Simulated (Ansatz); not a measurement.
The cluster Al₄P₄⁻. Charge -1, multiplicity 2. Geometry PBE-D4/def2-SVP, that of the neutral singlet; atoms count from 1.

```xyz
8

Al    0.4834   -1.9499   -0.0880
Al    1.2551    0.2412    1.5518
Al   -1.2549   -0.2410   -1.5517
Al   -0.4830    1.9499    0.0877
P     2.4431   -1.5069    0.8632
P     0.0671    1.9890    2.2411
P    -1.0343    1.9104   -2.0654
P    -1.4766   -2.3926   -1.0388
```

The structure comes from a short search, and lower isomers may exist.

Estimate the Mulliken populations from the PBE0/def2-TZVP orbitals of Ansatz.


```tsv
atom	charge (e)	spin (α − β)
Al1	0.12	0.13
Al2	0.12	0.13
Al3	0.12	0.13
Al4	0.12	0.13
P5	-0.37	0.12
P6	-0.37	0.12
P7	-0.37	0.12
P8	-0.37	0.12
```
Mulliken values and Mayer orders depend strongly on the basis.

Where does the spin sit?

Summed by element: Al 0.51, P 0.49, of 1 unpaired in all. Largest on single atoms: Al3 0.13, Al2 0.13, Al4 0.13.

And the Mayer bond orders between bonded heavy atoms (over 0.3)?

Al1–Al2 0.36 (2.84 Å); Al1–Al3 0.36 (2.84 Å); Al1–P5 1.43 (2.22 Å); Al1–P8 1.43 (2.22 Å); Al2–Al4 0.36 (2.84 Å); Al2–P5 1.43 (2.22 Å); Al2–P6 1.43 (2.22 Å); Al3–Al4 0.36 (2.84 Å); Al3–P7 1.43 (2.22 Å); Al3–P8 1.43 (2.22 Å); Al4–P6 1.43 (2.22 Å); Al4–P7 1.43 (2.22 Å).
